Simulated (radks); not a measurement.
Q: Isoelectronic series with 28 electrons, all held in the configuration [Ar] 3d8 4s2, which need not be the ground one along the series. Calculated with a radial shooting solver on a logarithmic mesh with Libxc functionals: Dirac Kohn-Sham, PBE, spin-unpolarised, spherical densities, finite nucleus; open shells are shared between the two j in proportion to 2j + 1; Fermi nuclear charge, rms radius of each element as measured or else 0.836 A^(1/3) + 0.57 fm. Total energies (hartree) and orbital eigenvalues (hartree):

| ion | E (hartree) | 4s1/2 | 3d5/2 | 3d3/2 |
|---|---|---|---|---|
| Ni | -1520.57304 | -0.20736 | -0.32261 | -0.33140 |
| Ga3+ | -1940.26851 | -1.55341 | -2.58435 | -2.60407 |
| Se6+ | -2416.39776 | -3.60096 | -6.06910 | -6.10659 |
| Rb9+ | -2949.25544 | -6.28154 | -10.63973 | -10.70417 |
| Zr12+ | -3539.41114 | -9.57751 | -16.25421 | -16.35740 |
| Tc15+ | -4187.58489 | -13.48468 | -22.89380 | -23.05057 |
| Pd18+ | -4894.62337 | -18.00465 | -30.54854 | -30.77702 |
| In21+ | -5661.49082 | -23.14237 | -39.21256 | -39.53457 |
| Te24+ | -6489.26617 | -28.90511 | -48.88229 | -49.32370 |
| Cs27+ | -7379.1688 | -35.30207 | -59.55550 | -60.14658 |
| Ce30+ | -8332.5432 | -42.34418 | -71.23086 | -72.00665 |
| Gd36+ | -10435.8454 | -58.41600 | -97.58561 | -98.85712 |

Estimate the row of Pm33+.

A: E (hartree) -9350.8894; 4s1/2 -50.04406; 3d5/2 -83.90764; 3d3/2 -84.90839.
